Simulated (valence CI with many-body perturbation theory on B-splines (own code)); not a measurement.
Cs24+: calculated level list

Computed by valence CI with perturbative core correlation (CI+MBPT): three valence electrons over a frozen Dirac-Fock core [Ar] 3d10, a basis of 11 s, 11 p, 10 d, 8 f, 5 g, 2 h functions for each j, with the one-electron correlation potential Σ1 (screened to all orders), the two-electron term Σ2, the three-electron term Σ3, Breit, model QED; selected single and double excitations, second order for the rest, scaled by the run's own slope (own B-spline code, finite nucleus).

No measured spectrum was set against this ion. As an estimate, levels hold to about 250 cm⁻¹ or 0.2 % of their energy and the worst to 1 %, as in measured heavy ions of charge 2 to 7; those with d or f electrons hold less well.

Levels 136 to 177 of 177, with energies above the lowest level, 4s²4p ²P°_1/2. "Leading %" is the weight of the configuration and term that name the level; weights of strongly mixed levels are sums over their largest components and can fall short, so below about 35 % the name and the second component can differ from the true leading terms, or belong to a minority configuration. In the jj column 3d3/2^4 stands for four electrons in 3d with j = 3/2. Lifetimes count E1, E2, E3, M1 and M2 decay at the calculated energies, and are blank where another channel may lead or the interval is too uncertain; long ones can be off by a factor of two.

| No. | Configuration | Term | J | E (cm⁻¹) | Leading % | Leading jj | g | Lifetime |
| --- | --- | --- | --- | --- | --- | --- | --- | --- |
| 136 | 4p²4f | ⁴F° | 5/2 | 2738200 | 30 | 4p1/2 4p3/2 4f5/2 (77 %) | 0.921 | 4.50 ps |
| 137 | 4p²4f | ⁴F° | 3/2 | 2745900 | 61 | 4p1/2 4p3/2 4f5/2 (88 %) | 0.626 | 3.83 ps |
| 138 | 4p²4f | ²F° | 7/2 | 2746300 | 33 | 4p1/2 4p3/2 4f7/2 (35 %) | 1.201 | 4.09 ps |
| 139 | 4p²4f | ⁴D° | 3/2 | 2752000 | 23 | 4p1/2 4p3/2 4f5/2 (58 %) | 0.949 | 4.48 ps |
| 140 | 4p²4f | ²D° | 5/2 | 2752600 | 36 | 4p1/2 4p3/2 4f7/2 (54 %) | 1.214 | 4.16 ps |
| 141 | 4p²4f | ⁴D° | 1/2 | 2753200 | 40 | 4p1/2 4p3/2 4f5/2 (61 %) | 0.281 | 5.00 ps |
| 142 | 4s²5p | ²P° | 3/2 | 2762800 | 95 | 4s^2 5p3/2 (95 %) | 1.333 | 2.16 ps |
| 143 | 4p4d² | ⁴G° | 11/2 | 2780000 | 77 | 4p3/2 4d5/2^2 (80 %) | 1.233 | 12.4 ps |
| 144 | 4p4d² | ²P° | 1/2 | 2781400 | 80 | 4p1/2 4d5/2^2 (72 %) | 0.642 | 4.43 ps |
| 145 | 4p²4f | ²F° | 5/2 | 2786700 | 13 | 4p1/2 4p3/2 4f7/2 (37 %) | 1.040 | 8.13 ps |
| 146 | 4p²4f | ²G° | 9/2 | 2791500 | 35 | 4p1/2 4p3/2 4f5/2 (36 %) | 1.022 | 5.18 ps |
| 147 | 4p4d² | ²F° | 7/2 | 2796700 | 41 | 4p3/2 4d3/2 4d5/2 (65 %) | 1.158 | 3.61 ps |
| 148 | 4p4d² | ⁴G° | 9/2 | 2801000 | 31 | 4p3/2 4d3/2 4d5/2 (75 %) | 1.200 | 3.09 ps |
| 149 | 4p²4f | ²F° | 5/2 | 2805100 | 25 | 4p3/2 4d3/2 4d5/2 (42 %) | 1.138 | 5.65 ps |
| 150 | 4p4d² | ²P° | 3/2 | 2805100 | 34 | 4p3/2 4d3/2 4d5/2 (24 %) | 1.051 | 2.87 ps |
| 151 | 4p4d² | ²G° | 7/2 | 2806100 | 29 | 4p3/2 4d3/2^2 (33 %) | 1.075 | 2.84 ps |
| 152 | 4p4d² | ²S° | 1/2 | 2820700 | 57 | 4p3/2 4d3/2 4d5/2 (77 %) | 2.136 | 3.27 ps |
| 153 | 4p²4f | ²D° | 3/2 | 2821200 | 32 | 4p1/2 4p3/2 4f7/2 (46 %) | 0.955 | 3.48 ps |
| 154 | 4p4d² | ⁴D° | 7/2 | 2821600 | 55 | 4p3/2 4d5/2^2 (47 %) | 1.278 | 4.87 ps |
| 155 | 4p4d² | ⁴P° | 5/2 | 2822700 | 41 | 4p3/2 4d3/2 4d5/2 (51 %) | 1.307 | 3.83 ps |
| 156 | 4p²4f | ²H° | 9/2 | 2830500 | 31 | 4p3/2 4d5/2^2 (41 %) | 1.104 | 3.76 ps |
| 157 | 4p4d² | ²F° | 5/2 | 2831700 | 26 | 4p3/2 4d3/2^2 (35 %) | 1.045 | 2.14 ps |
| 158 | 4p4d² | ⁴D° | 3/2 | 2834700 | 56 | 4p3/2 4d3/2^2 (39 %) | 1.037 | 2.16 ps |
| 159 | 4p4d² | ²H° | 11/2 | 2835100 | 49 | 4p3/2 4d3/2 4d5/2 (52 %) | 1.176 | 3.71 ps |
| 160 | 4p4d² | ⁴D° | 1/2 | 2838100 | 68 | 4p3/2 4d3/2^2 (40 %) | 0.191 | 2.28 ps |
| 161 | 4p4d² | ⁴D° | 5/2 | 2840600 | 27 | 4p3/2 4d3/2 4d5/2 (50 %) | 1.279 | 3.27 ps |
| 162 | 4p4d² | ⁴D° | 7/2 | 2841400 | 54 | 4p3/2 4d3/2 4d5/2 (56 %) | 1.279 | 2.38 ps |
| 163 | 4p4d² | ²F° | 7/2 | 2849500 | 51 | 4p3/2 4d5/2^2 (30 %) | 1.096 | 5.56 ps |
| 164 | 4p4d² | ⁴S° | 3/2 | 2853600 | 51 | 4p3/2 4d3/2^2 (42 %) | 1.744 | 2.12 ps |
| 165 | 4p²4f | ⁴F° | 7/2 | 2872800 | 27 | 4p3/2^2 4f7/2 (36 %) | 1.179 | 3.57 ps |
| 166 | 4p4d² | ²G° | 9/2 | 2873000 | 37 | 4p3/2 4d5/2^2 (33 %) | 1.142 | 3.22 ps |
| 167 | 4s4p5s | ⁴P° | 1/2 | 2876600 | 80 | 4s 4p1/2 5s (88 %) | 2.277 | 1.05 ps |
| 168 | 4p4d² | ²P° | 1/2 | 2877100 | 55 | 4p3/2 4d5/2^2 (41 %) | 0.763 | 2.29 ps |
| 169 | 4p4d² | ²D° | 3/2 | 2877800 | 42 | 4p3/2 4d3/2 4d5/2 (63 %) | 1.050 | 2.51 ps |
| 170 | 4p4d² | ²D° | 5/2 | 2884600 | 57 | 4p3/2 4d3/2 4d5/2 (50 %) | 1.182 | 2.29 ps |
| 171 | 4p4d² | ²G° | 7/2 | 2888000 | 44 | 4p3/2 4d3/2 4d5/2 (18 %) | 0.991 | 2.14 ps |
| 172 | 4p²4f | ⁴F° | 9/2 | 2893400 | 42 | 4p3/2^2 4f7/2 (78 %) | 1.214 | 3.64 ps |
| 173 | 4p4d² | ²F° | 5/2 | 2895200 | 44 | 4p3/2 4d3/2 4d5/2 (35 %) | 0.938 | 3.54 ps |
| 174 | 4s4p5s | ⁴P° | 3/2 | 2901700 | 76 | 4s 4p1/2 5s (90 %) | 1.639 | 919 fs |
| 175 | 4p²4f | ²D° | 3/2 | 2904100 | 43 | 4p3/2^2 4f5/2 (55 %) | 0.863 | 3.21 ps |
| 176 | 4p4d² | ²D° | 3/2 | 2913800 | 40 | 4p3/2 4d3/2 4d5/2 (42 %) | 1.041 | 2.74 ps |
| 177 | 4p²4f | ²F° | 5/2 | 2917100 | 20 | 4p3/2^2 4f5/2 (68 %) | 1.030 | 2.39 ps |

Names give the largest LS component (configuration and term), which can be under half, so a name can repeat, a term be missing and a line seem to break the LS rules; names also repeat where a configuration has a term twice.

Where two levels of one J and parity lie close, their mixing, g and order are uncertain.
